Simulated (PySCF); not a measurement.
## C₆ coefficients of unlike pairs at BP86

Calculated with PySCF 2.14 from the dipole response of each species, C₆(A,B) = (3/π) ∫ α_A(iu) α_B(iu) du, in atomic units, from isotropic polarisabilities. For ions this is the dispersion term alone; charge-induced terms of lower order in 1/R come first.

| species | configuration | basis | relativity | α (bohr³) | C₆ (like pair) |
| --- | --- | --- | --- | --- | --- |
| Sr | [Kr] 5s2 (1S) | dyall-av2z (22s16p11d) | none | 196.2 | 3146 |
| C | [He] 2s2 2p2 (3P) | aug-cc-pVQZ-DK (6s5p4d3f2g) | spin-free X2C | 13.49 | 54.99 |
| N⁺ | [He] 2s2 2p2 (3P) | aug-cc-pVTZ (5s4p3d2f) | none | 3.925 | 8.562 |
| Ne³⁺ | [He] 2s2 2p3 (4S) | aug-cc-pCVQZ-DK (9s8p6d4f2g) | spin-free X2C | 0.6869 | 0.6097 |

**Question.** Estimate C₆ for N⁺ with C.

**Answer.** The integral gives 20.85. The combination rule 2 C_A C_B / (C_A α_B/α_A + C_B α_A/α_B) gives 20.73 and the geometric mean 21.70.

No spin-orbit coupling is included.

The other pairs:

```json
{"pair": "C, Sr", "C₆": "349.5"}
{"pair": "N⁺, Sr", "C₆": "116.2"}
{"pair": "Ne³⁺, Sr", "C₆": "22.88"}
{"pair": "Ne³⁺, C", "C₆": "4.625"}
{"pair": "Ne³⁺, N⁺", "C₆": "2.098"}
```
